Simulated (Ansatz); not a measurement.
Cost and result for the atomization energy of AlBrH₂O₂ (`[OH][Al]([OH])[Br]`) (6 atoms, 5 bonds).

The species carries charge 0 and has multiplicity 1. Correlated methods include outer-core shells of Br, which these sets cover unevenly. Scalar relativity is left out up to krypton. All single points use the PBE0-D4/def2-TZVP geometry. It is one conformer, not always the lowest. Program: Ansatz. All runs use 2 threads of a server CPU on a shared host. Times are those of one run each, without the atoms' runs, and a repeat can differ threefold. Electronic energies, without spin–orbit coupling; frozen cores. CCSD(T)/CBS adds CCSD(T) − MP2 in def2-TZVPP to the MP2 limit, and its time is that of the two runs behind it. T1 = 0.010. With those shells the extrapolation isn't a true limit. B3LYP takes the VWN-RPA correlation (the form of Gaussian; ORCA's B3LYP/G). HSE06 is the plane-wave form, built on full-range PBE exchange.

CCSD(T)/CBS is a level of theory with its own doubt, some kJ/mol a heavy atom from the limit and from the frozen cores, so smaller differences don't rank the functionals.

```csv
level,functions,wall time
LDA (SPW92)/def2-TZVPP,180,1.1 s
BLYP-D4/def2-TZVPP,180,1.7 s
PBE-D4/def2-TZVPP (with forces),180,2.2 s
PBE0-D4/def2-TZVPP,180,3 s
BHLYP-D4/def2-TZVPP,180,3.4 s
HSE06-D4/def2-TZVPP,180,3.5 s
CCSD(T)/def2-SVP,88,3.7 s
B3LYP-D4/def2-TZVPP (with forces),180,4.1 s
r2SCAN-D4/def2-TZVPP (with forces),180,4.3 s
ωB97X-V/def2-TZVPP,180,7.5 s
MP2/def2-QZVPP,333,15 s
CCSD(T)/def2-TZVPP,180,70 s
CCSD(T)/CBS(def2),–,84 s
```

Task: What atomization energy does each give, and how far from CCSD(T)/CBS? (Best estimate.)

Result: Ansatz gave: 
```tsv
level	atomization (kJ/mol)	difference from CCSD(T)/CBS	per bond
LDA (SPW92)/def2-TZVPP	2558.2	295.3	59.1
BLYP-D4/def2-TZVPP	2215.5	-47.4	-9.5
PBE-D4/def2-TZVPP (with forces)	2254.9	-8.0	-1.6
PBE0-D4/def2-TZVPP	2197.1	-65.8	-13.2
BHLYP-D4/def2-TZVPP	2122.8	-140.1	-28.0
HSE06-D4/def2-TZVPP	2198.9	-64.0	-12.8
CCSD(T)/def2-SVP	2060.5	-202.4	-40.5
B3LYP-D4/def2-TZVPP (with forces)	2206.1	-56.8	-11.4
r2SCAN-D4/def2-TZVPP (with forces)	2249.1	-13.8	-2.8
ωB97X-V/def2-TZVPP	2230.0	-32.9	-6.6
MP2/def2-QZVPP	2322.7	59.8	12.0
CCSD(T)/def2-TZVPP	2181.5	-81.4	-16.3
CCSD(T)/CBS(def2)	2262.9	0.0	0.0
```

From BLYP to BHLYP (50 % exact exchange), in def2-TZVPP and without D4, the atomization energy moves by −84.5 kJ/mol: exact exchange takes away binding that semilocal exchange gives to molecules. At CCSD(T), def2-SVP lies −202.4 kJ/mol from the extrapolated value and def2-TZVPP −81.4 kJ/mol: correlation converges slowly with the basis, and small sets miss more of it in the bonded molecule than in its fragments. Leaving LDA and LC-ωPBE aside and taking each functional with its dispersion term where it has one, the values spread over 132.1 kJ/mol, from BHLYP-D4 to PBE-D4. LDA lies +314.8 kJ/mol from PBE without D4, its usual overbinding.
